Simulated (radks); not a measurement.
The numbers below are computed, except where a source is named.
The sulfur anion S2-, [Ar], held by a Watson sphere: a shell of charge +2 at radius R that stands for the Madelung well of a crystal (potential energy -2/R inside, -2/r outside, in hartree with lengths in bohr). Code: a radial shooting solver on a logarithmic mesh with Libxc functionals. Model: non-relativistic Kohn-Sham, LB94 model potential, spin-polarised, spherical densities, point nucleus. Response by self-consistent Sternheimer equations with the Hartree and adiabatic LDA kernel. The sphere does not respond.

R (bohr)	e(2p) (eV)	e(3s) (eV)	e(3p) (eV)	<r> 3p (bohr)	sum of <r^2> (bohr^2)	X-ray form factor at sin(theta)/lambda = 0.1 1/angstrom	alpha (bohr^3)
1.88	-168.67	-23.123	-13.224	2.040	38.50	15.596	21.75
2.14	-168.34	-22.161	-12.535	2.110	40.90	15.479	25.13
2.56	-167.86	-20.744	-11.394	2.211	44.59	15.311	31.81
3.38	-166.61	-18.500	-9.338	2.370	50.87	15.069	49.21
3.54	-166.35	-18.132	-8.980	2.395	51.95	15.033	53.27
3.78	-165.96	-17.618	-8.470	2.430	53.50	14.985	59.77
4.41	-164.98	-16.446	-7.284	2.507	57.18	14.889	79.23
